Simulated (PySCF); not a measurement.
## A ladder of Hamiltonians for Dy⁵⁴⁺ (dysprosium, charge +54)

Occupied: 1s1/2, 2s1/2, 2p1/2, 2p3/2, 3s1/2. Hartree-Fock calculated with PySCF 2.14 in an uncontracted even-tempered set (17 s from 6.7 bohr⁻², ratio 2.7; 13 p from 8.1 bohr⁻², ratio 2.7), Gaussian nucleus throughout. NR is non-relativistic, sf-X2C the spin-free one-electron X2C Hamiltonian, X2C adds the bare one-electron spin-orbit term, X2C-SNSO screens it by Boettger's factors, DC is four-component Dirac-Coulomb, and the Gaunt and Breit terms are added at first order (total energies over the DC spinors, levels after relaxing the spinors in that mean field). QED terms are absent. Levels marked empty are virtual spinors of this ion; the basis has s and p functions only, so 3d, which can lie below the n = 4 levels, is absent.

```json
{"level (eV)": "1s1/2", "NR": "-54770.4", "sf-X2C": "-58235.3", "X2C": "-58226.5", "X2C-SNSO": "-58227.0"}
{"level (eV)": "2s1/2", "NR": "-12076.4", "sf-X2C": "-13052.8", "X2C": "-13050.6", "X2C-SNSO": "-13050.8"}
{"level (eV)": "2p1/2", "NR": "-11723.9", "sf-X2C": "-12048.5", "X2C": "-12654.2", "X2C-SNSO": "-12633.3"}
{"level (eV)": "2p3/2", "NR": "-11723.9", "sf-X2C": "-12048.5", "X2C": "-11795.1", "X2C-SNSO": "-11802.5"}
{"level (eV)": "3s1/2", "NR": "-4992.4", "sf-X2C": "-5296.2", "X2C": "-5295.9", "X2C-SNSO": "-5295.9"}
{"level (eV)": "3p1/2 (empty)", "NR": "-4788.7", "sf-X2C": "-4916.5", "X2C": "-5072.8", "X2C-SNSO": "-5067.4"}
{"level (eV)": "3p3/2 (empty)", "NR": "-4788.7", "sf-X2C": "-4916.5", "X2C": "-4850.4", "X2C-SNSO": "-4852.3"}
{"level (eV)": "4s1/2 (empty)", "NR": "-2667.0", "sf-X2C": "-2787.1", "X2C": "-2787.0", "X2C-SNSO": "-2787.0"}
```

Question: Where do the four-component calculations put these levels?

Answer: 1s1/2: DC -58288.2, DC+Gaunt -58124.1, DC+Breit -58135.0; 2s1/2: DC -13059.0, DC+Gaunt -13041.4, DC+Breit -13042.7; 2p1/2: DC -12638.1, DC+Gaunt -12607.7, DC+Breit -12610.8; 2p3/2: DC -11808.3, DC+Gaunt -11787.5, DC+Breit -11790.6; 3s1/2: DC -5297.8, DC+Gaunt -5293.2, DC+Breit -5293.8; 3p1/2 (empty): DC -5068.7, DC+Gaunt -5061.0, DC+Breit -5062.0; 3p3/2 (empty): DC -4853.6, DC+Gaunt -4848.3, DC+Breit -4849.4; 4s1/2 (empty): DC -2787.6, DC+Gaunt -2786.0, DC+Breit -2786.2 (eV).

| Hamiltonian | E (hartree) | E − E(DC) (hartree) | CPU seconds |
| --- | --- | --- | --- |
| NR | -8518.9866 | 480.0745 | 0.23 |
| sf-X2C | -8988.2432 | 10.8178 | 0.19 |
| X2C | -8995.8935 | 3.1676 | 0.21 |
| X2C-SNSO | -8995.4102 | 3.6509 | 0.19 |
| DC | -8999.0611 | 0.0000 | 9.3 |
| DC+Gaunt | -8988.9523 | 10.1088 | 17 |
| DC+Breit | -8989.8450 | 9.2161 | 44 |

Weight of the small component: 1s1/2 0.0608, 2s1/2 0.0140, 2p1/2 0.0139, 2p3/2 0.0129, 3s1/2 0.00538, 3p1/2 0.00530, 3p3/2 0.00504, 4s1/2 0.00258.

Koopmans' value for the highest occupied level at DC+Breit: 5293.8 eV, against an ionisation energy of 5296 ± 5 eV (theoretical estimate listed by NIST; NIST Atomic Spectra Database, ionization energies); the former lacks relaxation, correlation, QED and recoil.

The whole ladder took 74 s of wall time on 1 thread of Intel(R) Xeon(R) 6975P-C (shared host), launched as `OMP_NUM_THREADS=1 python relrun2.py TASK.json OUT` (a driver that calls PySCF for each Hamiltonian).
